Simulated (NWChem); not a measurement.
# Atomisation of selenium dioxide (O$_{2}$Se)

SMILES: O=[Se]=O
```xyz
3

O      1.3523     0.0000     0.5852
Se     0.0000     0.0000    -0.2754
O     -1.3523     0.0000     0.5852
```
Charge 0, spin multiplicity 1.

Everything below was run with NWChem. The geometry was optimised at PBE0/def2-SVP, a minimum by its harmonic frequencies.

Basis set: def2-TZVP. The atomisation energy is electronic alone: no zero-point, thermal, spin-orbit or counterpoise terms. No value is extrapolated to the basis-set limit. Free atoms are single determinants with multiplicities O 3, Se 3. Correlated methods freeze the same cores in atoms and molecule, 11 orbitals in all.

The Hamiltonian is non-relativistic. B3LYP has NWChem's definition, with VWN1-RPA local correlation. No SCF solution was tested for a lower state. Open-shell Hartree-Fock references start from PBE0 orbitals.

Q: Order these methods by the atomisation energy they give, lowest first: MP2, B3LYP, BHandHLYP, CAM-B3LYP, PBE, HF.

A: HF (44.4 kcal/mol), BHandHLYP (160.1 kcal/mol), CAM-B3LYP (196.8 kcal/mol), B3LYP (199.3 kcal/mol), MP2 (220.2 kcal/mol), PBE (231.3 kcal/mol)
